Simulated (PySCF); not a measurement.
Radial density of Ar (argon, neutral)

UHF, [Ar], closed-shell 1S. All numbers are calculated (PySCF 2.14, the spin-free X2C one-electron Hamiltonian (Gaussian nucleus), in cc-pVDZ-DK).

| r (bohr) | 4πr²ρ (e/bohr) |
| --- | --- |
| 0.00119 | 0.08278 |
| 0.00200 | 0.2206 |
| 0.00336 | 0.5614 |
| 0.00565 | 1.400 |
| 0.00950 | 3.331 |
| 0.0160 | 7.273 |
| 0.0269 | 13.65 |
| 0.0452 | 19.92 |
| 0.0760 | 19.75 |
| 0.128 | 14.70 |
| 0.215 | 18.47 |
| 0.362 | 19.28 |
| 0.609 | 6.545 |
| 1.02 | 5.268 |
| 1.72 | 4.247 |
| 2.90 | 0.7292 |
| 4.87 | 0.01254 |

Densities and radii are taken from the X2C orbitals without a picture-change correction, which distorts them close to the nucleus.
